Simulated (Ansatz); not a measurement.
H$_{3}$As, charge -1, sextet, at the geometry of the source list (a state made from the parent by changing its charge; the spin is typed, not shown lowest) (a gas-phase anion, which may not be bound at this level); Ansatz (a quantum-chemistry and plane-wave program) with B3LYP/def2-TZVP.

Here is a job for Ansatz.
Ansatz 0.2 input:
```yaml
crystal:
  periodic: [false, false, false]
  atoms:
    - {symbol: As, position_ang: [0.00400000, -0.00260000, 0.65880000]}
    - {symbol: H, position_ang: [-0.72090000, -0.97200000, -0.22550000]}
    - {symbol: H, position_ang: [-0.48990000, 1.11570000, -0.20830000]}
    - {symbol: H, position_ang: [1.20680000, -0.14110000, -0.22500000]}
basis:
  gaussian:
    orbitals: def2-TZVP
hamiltonian:
  xc: b3lyp
total_charge: -1
magnetization: {spin_polarized: true, initial_magnetization: 5}
```

The log (banner, timings and long lists left out):

```
Functional definition: B3LYP
474 factors; integrals over basis functions are off by at most 6.9e-4 eV
mean field evaluation 1: about -60874.2268 eV, gradient 2.1e1 eV
mean field evaluation 2: about -60874.2849 eV, gradient 2.4e1 eV
mean field evaluation 4: about -60875.6388 eV, gradient 4.4e-1 eV
mean field evaluation 8: about -60875.7283 eV, gradient 3.5e-2 eV
mean field evaluation 16: about -60875.7287 eV, gradient 9.9e-3 eV
mean field evaluation 32: about -60875.7287 eV, gradient 5.9e-6 eV
mean field evaluation 64: about -60875.7051 eV, gradient 5.6e-2 eV
a density is far from that of the atoms, so the factors are made again for it
492 factors; integrals over basis functions are off by at most 6.8e-4 eV
mean field -60875.72874696 eV, -2237.1417683998 hartree, gradient 9.0e-6 eV, S^2 8.754113; 0 other end points of the search recorded, 0 dependent functions left out
reference -60875.72892378 eV, -2237.1417748979 hartree; 21, 16 occupied and 45, 50 virtual orbitals, 492 factors
Total energy: -60875.72892378 eV, -2237.1417748979 hartree
```
